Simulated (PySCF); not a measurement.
Computed IR spectrum (relative IR intensity) of a molecule C4H5BO2. Coordinates come from a PBE-D3(BJ)/def2-SVP optimisation. The values are those of a single conformer. Computed with PySCF with PBE-D3(BJ)/def2-SVP. Frequencies are harmonic and unscaled.

ν (cm⁻¹): 255 (w), 411 (vw), 559 (m), 670 (w), 697 (vw), 717 (w), 785 (w), 908 (w), 927 (m), 950 (m), 1024 (w), 1120 (m), 1150 (m), 1256 (m), 1392 (vw), 1477 (vs), 1582 (m), 1656 (w), 3060 (vw), 3161 (vw), 3170 (vw), 3726 (m) (against the strongest line: vs over 80 %, s over 45 %, m over 15 %, w over 4 %, vw less)

### Question
Which structure fits?
A) C=CB1CC(=O)O1
B) C=C1C=COB1O
C) C#C[C@H]1CB(O)O1
D) C=C=C1COB1O

### Answer
B, C=C1C=COB1O
